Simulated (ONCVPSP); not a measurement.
Building the ONCV potential for magnesium (Mg) (LDA (Perdew-Zunger), fully relativistic).

ONCVPSP 4.0.1 was run on this input:

```
# ATOM AND REFERENCE CONFIGURATION
# atsym  z   nc   nv     iexc    psfile
  Mg 12.00    3    1        3      upf
#
#   n    l    f
    1    0    2.00
    2    0    2.00
    2    1    6.00
    3    0    2.00
#
# PSEUDOPOTENTIAL AND OPTIMIZATION
# lmax
    2
#
#   l,   rc,      ep,       ncon, nbas, qcut
    0    2.15    0.00    3    8    3.50
    1    2.05    0.11    3    8    4.10
    2    2.00    0.05    4    7    4.90
#
# LOCAL POTENTIAL
# lloc, lpopt,  rc(5),   dvloc0
    4    5    2.00    6.00
#
# VANDERBILT-KLEINMAN-BYLANDER PROJECTORs
# l, nproj, debl
    0    1    3.70
    1    2    3.00
    2    2    0.90
#
# MODEL CORE CHARGE
# icmod, fcfact, rcfact
    0    0.00    0.00
#
# LOG DERIVATIVE ANALYSIS
# epsh1, epsh2, depsh
   -2.00    5.00    0.02
#
# OUTPUT GRID
# rlmax, drl
    6.00    0.01
#
# TEST CONFIGURATIONS
# ncnf
    4
# nvcnf
#   n    l    f
    1
    3    0    1.00
#
    1
    3    0    1.50
#
    2
    3    0    1.00
    3    1    1.00
#
    2
    3    0    0.00
    3    1    2.00
#
```

Command:

```bash
oncvpspr.x < Mg.dat > Mg.out
```

The program printed (shortened: citation, most of the input echo, consistency checks and plot data are left out):

```
ONCVPSP  (Optimized Norm-Conservinng Vanderbilt PSeudopotential)
relativistic version 4.0.1

#   n    l    f        energy (Ha)
    1    0    2.00    -4.6060109D+01
    2    0    2.00    -2.9134573D+00
    2    1    6.00    -1.7129932D+00    -1.7235965D+00
    3    0    2.00    -1.7592970D-01

Reference configufation results
  iterations    25
  all-electron total energy (Ha)   -1.99453798D+02

Begin loop to  construct optimized pseudo wave functions
and semi-local pseudopoentials for all angular momenta

Calculating optimized projector #   1

 for l=   0

    Fraction of norm inside rc  0.225926
    Optimizing pswf for qcut=   3.51 a_B^-1,  ecut=   6.15 Ha
    Residual kinetic energy error=  2.69D-05 Ha

    Energy error per electron        Cutoff
         Ha          eV             Ha
         0.01000     0.27211        2.14
         0.00100     0.02721        3.95
         0.00010     0.00272        5.37
         0.00001     0.00027        9.54

   Wellstate for l =  1  n =  3 kap= -2
     eigenvalue =   0.1100
     asymptotic potential =   0.6100
     half-point radius =  3.8910

   Wellstate for l =  1  n =  5 kap= -2
     eigenvalue =   3.1100
     asymptotic potential =   3.6100
     half-point radius =  3.5163

Calculating optimized projector #   1

 for l=   1

    Fraction of norm inside rc  0.222626
    Optimizing pswf for qcut=   4.10 a_B^-1,  ecut=   8.42 Ha
    Residual kinetic energy error=  2.46D-05 Ha

    Energy error per electron        Cutoff
         Ha          eV             Ha
         0.01000     0.27211        1.22
         0.00100     0.02721        1.86
         0.00010     0.00272        3.91
         0.00001     0.00027       35.98

Calculating optimized projector #   2

 for l=   1

    Fraction of norm inside rc  0.163110
    Optimizing pswf for qcut=   4.10 a_B^-1,  ecut=   8.42 Ha
    Residual kinetic energy error=  3.46D-03 Ha

    Energy error per electron        Cutoff
         Ha          eV             Ha
         0.01000     0.27211        6.93
         0.00100     0.02721       19.55
         0.00010     0.00272       71.95

   Wellstate for l =  1  n =  3 kap=  1
     eigenvalue =   0.1100

   Wellstate for l =  1  n =  5 kap=  1
     eigenvalue =   3.1091

Calculating optimized projector #   1

 for l=   1

    Fraction of norm inside rc  0.223665
    Optimizing pswf for qcut=   4.10 a_B^-1,  ecut=   8.42 Ha
    Residual kinetic energy error=  2.28D-05 Ha

    Energy error per electron        Cutoff
         Ha          eV             Ha
         0.01000     0.27211        1.22
         0.00100     0.02721        1.85
         0.00010     0.00272        3.88
         0.00001     0.00027       34.43

Calculating optimized projector #   2

 for l=   1

    Fraction of norm inside rc  0.163340
    Optimizing pswf for qcut=   4.10 a_B^-1,  ecut=   8.42 Ha
    Residual kinetic energy error=  3.39D-03 Ha

    Energy error per electron        Cutoff
         Ha          eV             Ha
         0.01000     0.27211        6.93
         0.00100     0.02721       18.77
         0.00010     0.00272       71.40

   Wellstate for l =  2  n =  3 kap= -3
     eigenvalue =   0.0500
     asymptotic potential =   0.5500
     half-point radius = 24.2496

   Wellstate for l =  2  n =  4 kap= -3
     eigenvalue =   0.9500
     asymptotic potential =   1.4500
     half-point radius =  4.9128

Calculating optimized projector #   1

 for l=   2

    Fraction of norm inside rc  0.004257
    Optimizing pswf for qcut=   4.90 a_B^-1,  ecut=  11.99 Ha
    Residual kinetic energy error=  1.89D-06 Ha

    Energy error per electron        Cutoff
         Ha          eV             Ha
         0.01000     0.27211        0.43
         0.00100     0.02721        1.73
         0.00010     0.00272        5.39
         0.00001     0.00027        9.36

Calculating optimized projector #   2

 for l=   2

    Fraction of norm inside rc  0.224335
    Optimizing pswf for qcut=   4.90 a_B^-1,  ecut=  11.99 Ha
    Residual kinetic energy error=  5.63D-04 Ha

    Energy error per electron        Cutoff
         Ha          eV             Ha
         0.01000     0.27211        6.96
         0.00100     0.02721       11.04
         0.00010     0.00272       14.97
         0.00001     0.00027       34.87

   Wellstate for l =  2  n =  3 kap=  2
     eigenvalue =   0.0500

   Wellstate for l =  2  n =  4 kap=  2
     eigenvalue =   0.9500

Calculating optimized projector #   1

 for l=   2

    Fraction of norm inside rc  0.004258
    Optimizing pswf for qcut=   4.90 a_B^-1,  ecut=  11.99 Ha
    Residual kinetic energy error=  1.89D-06 Ha

    Energy error per electron        Cutoff
         Ha          eV             Ha
         0.01000     0.27211        0.43
         0.00100     0.02721        1.73
         0.00010     0.00272        5.39
         0.00001     0.00027        9.36

Calculating optimized projector #   2

 for l=   2

    Fraction of norm inside rc  0.224388
    Optimizing pswf for qcut=   4.90 a_B^-1,  ecut=  11.99 Ha
    Residual kinetic energy error=  5.65D-04 Ha

    Energy error per electron        Cutoff
         Ha          eV             Ha
         0.01000     0.27211        6.96
         0.00100     0.02721       11.04
         0.00010     0.00272       14.97
         0.00001     0.00027       34.94

Construct Vanderbilt / Kleinmman-Bylander projectors

B matrix Hermiticity error, ll=  1  kap= -2
   1   2   -9.3224D-05

  Orthonormal projector coefficients -2.7341E+00  2.6375E+00

B matrix Hermiticity error, ll=  1  kap=  1
   1   2   -9.3266D-05

  Orthonormal projector coefficients -2.7298E+00  2.6685E+00

B matrix Hermiticity error, ll=  2  kap= -3
   1   2    1.8598D-06

  Orthonormal projector coefficients -6.1082E+00 -1.8608E+00

B matrix Hermiticity error, ll=  2  kap=  2
   1   2    1.8602D-06

  Orthonormal projector coefficients -6.1097E+00 -1.8613E+00

 Orthonormal scalar projector coefficients, l =  1
 -2.7326E+00  2.6477E+00  1.5071E-04 -4.8245E-06

 Orthonormal spin-orbit projector coefficients, l =  1
 -4.3907E-02  2.4170E-02 -6.6716E-03  2.9722E-03

 Orthonormal scalar projector coefficients, l =  2
 -6.1088E+00 -1.8610E+00 -6.1936E-09 -4.0052E-10

 Orthonormal spin-orbit projector coefficients, l =  2
  7.5781E-04  1.2231E-04 -2.1887E-05 -6.1785E-06

Pseudoatom total energy   -0.834370

Diagnostic tests using Vanderbilt-Kleinman-Bylander pseudopotentials
  relativistic with J = L +/- 1/2 projectors

   l  kap   rcore       rmatch      e in        delta e    norm test   slope test

   0  -1   2.1504323   2.2157241  -0.1759297   0.0000050   1.0000147   0.9998712

   1  -2   2.0622434   2.1248576   0.1100000  -0.0000965   0.9999284   0.9999284
   1   1   2.0622434   2.1248576   0.1091300  -0.0000928   0.9999322   0.9999322
   1  -2   2.0622434   2.1248576   3.1100000  -0.0004050   1.0002370   1.0002370
   1   1   2.0622434   2.1248576   3.1085525  -0.0003936   1.0002275   1.0002275

   2  -3   2.0014743   2.0622434   0.0500000   0.0000023   1.0000218   1.0000218
   2   2   2.0014743   2.0622434   0.0499991   0.0000040   1.0000223   1.0000223
   2  -3   2.0014743   2.0622434   0.9500000   0.0000065   1.0000466   1.0000466
   2   2   2.0014743   2.0622434   0.9499563   0.0000073   1.0000471   1.0000471

Diagnostic tests using Vanderbilt-Kleinman-Bylander pseudopotentials
  relativistic with scalar and spin-orbit non-local projectors

   l  kap   rcore       rmatch      e in        delta e    norm test   slope test

   0  -1   2.1504323   2.2157241  -0.1759297   0.0000050   1.0000147   0.9998712

   1  -2   2.0622434   2.1248576   0.1100000  -0.0001089   0.9999265   0.9999265
   1   1   2.0622434   2.1248576   0.1091300  -0.0001052   0.9999304   0.9999304
   1  -2   2.0622434   2.1248576   3.1100000  -0.0004057   1.0002390   1.0002390
   1   1   2.0622434   2.1248576   3.1085525  -0.0003943   1.0002295   1.0002295

   2  -3   2.0014743   2.0622434   0.0500000   0.0000023   1.0000218   1.0000218
   2   2   2.0014743   2.0622434   0.0499991   0.0000040   1.0000223   1.0000223
   2  -3   2.0014743   2.0622434   0.9500000   0.0000065   1.0000466   1.0000466
   2   2   2.0014743   2.0622434   0.9499563   0.0000074   1.0000471   1.0000471

Ghost test for J = L + 1/2

 Testing for bound ghosts
   n   l    E NL Schr. Eq   E Basis Diag.   E Cutoff

   1   0       -0.175925       -0.164209     40.23

   2   1       -0.050586        0.000092     70.53

 Testing for highly-localized positive-energy ghosts
       l    <radius>/rc     E Basis Diag.   E Cutoff

Ghost test for J = L - 1/2

 Testing for bound ghosts
   n   l    E NL Schr. Eq   E Basis Diag.   E Cutoff

   1   0       -0.175925       -0.164209     40.23

   2   1       -0.050845       -0.000439     70.53

 Testing for highly-localized positive-energy ghosts
       l    <radius>/rc     E Basis Diag.   E Cutoff

Test configuration 0

   n   l kap    f        eae           eps        diff
   1   0  -1  2.0000  -46.06010856
   2   0  -1  2.0000   -2.91345729
   2   1  -2  4.0000   -1.71299323
   2   1   1  2.0000   -1.72359647
   3   0  -1  2.0000   -0.17592970   -0.17592474    4.96E-06

    Total energies and differences
      AE_ref= -1.99453798E+02  AE_tst= -1.99453798E+02  dif=  0.00E+00
      PS_ref= -8.34370311E-01  PS_tst= -8.34370311E-01  dif= -8.88E-16
      PSP excitation error=  8.88E-16

Test configuration 1

   n   l kap    f        eae           eps        diff
   1   0  -1  2.0000  -46.40015162
   2   0  -1  2.0000   -3.24841077
   2   1  -2  4.0000   -2.04741710
   2   1   1  2.0000   -2.05805490
   3   0  -1  1.0000   -0.42361425   -0.42043829    3.18E-03

    Total energies and differences
      AE_ref= -1.99453798E+02  AE_tst= -1.99157094E+02  dif=  2.97E-01
      PS_ref= -8.34370311E-01  PS_tst= -5.38712557E-01  dif=  2.96E-01
      PSP excitation error=  1.05E-03

Test configuration 2

   n   l kap    f        eae           eps        diff
   1   0  -1  2.0000  -46.21945154
   2   0  -1  2.0000   -3.07081605
   2   1  -2  4.0000   -1.87014545
   2   1   1  2.0000   -1.88076219
   3   0  -1  1.5000   -0.29516063   -0.29437532    7.85E-04

    Total energies and differences
      AE_ref= -1.99453798E+02  AE_tst= -1.99336491E+02  dif=  1.17E-01
      PS_ref= -8.34370311E-01  PS_tst= -7.17219058E-01  dif=  1.17E-01
      PSP excitation error=  1.56E-04

Test configuration 3

   n   l kap    f        eae           eps        diff
   1   0  -1  2.0000  -46.13712389
   2   0  -1  2.0000   -2.98927470
   2   1  -2  4.0000   -1.78820936
   2   1   1  2.0000   -1.79882860
   3   0  -1  1.0000   -0.21203260   -0.21090489    1.13E-03
   3   1  -2  0.6667   -0.07814484   -0.07812080    2.40E-05
   3   1   1  0.3333   -0.07845527   -0.07842378    3.15E-05

    Total energies and differences
      AE_ref= -1.99453798E+02  AE_tst= -1.99324326E+02  dif=  1.29E-01
      PS_ref= -8.34370311E-01  PS_tst= -7.05430746E-01  dif=  1.29E-01
      PSP excitation error=  5.33E-04

Test configuration 4

psatom_r: WARNING lschvkbb convergence error n,l,kap,iter=   2   1  -2

ea(ii),et,emin,emax -4.629408E-01 -4.166467E-01 -4.166467E-01 -4.166467E-01
run_config_r: WARNING for fully non-local PS atom,
 WARNING no output for configuration 5
```

The run took about 3.6 s on one core of a shared server CPU.
